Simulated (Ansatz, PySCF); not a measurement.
Barrier from R1 to the saddle point P1, each structure at its B3LYP-D3(BJ)/def2-TZVP stationary point, reached from a drawn start; harmonic modes at that level show the others as minima.
R1, NH3 (SMILES N) (charge 0, multiplicity 1, Z-matrix in Å and degrees):
```
N
H 1 1.0136
H 1 1.0136 2 107.32
H 1 1.0136 2 107.32 3 115.09
```
P1, H3N, a first-order saddle point (one imaginary mode, 800i cm⁻¹) (charge 0, multiplicity 1):
```xyz
4

N      0.0000     0.0000     0.0000
H      0.9974     0.0000     0.0000
H     -0.4987     0.8638     0.0000
H     -0.4987    -0.8638     0.0000
```

P less R. No zero-point or thermal terms. No path was followed down from the saddle.

Cores are frozen in the correlated methods.

Run with Ansatz (an electronic-structure program) with Gaussian orbitals; PySCF for the D3/D4 terms. No computed number here is a measurement.

Task: What is the computed barrier height (BLYP-D3(BJ)/def2-TZVPP)?

Result: 221 meV

Task: Give the barrier height at the level wB97X-V/def2-TZVPP.

Result: 207 meV

Task: What is the computed barrier height (MP2/cc-pVTZ)?

Result: 255 meV
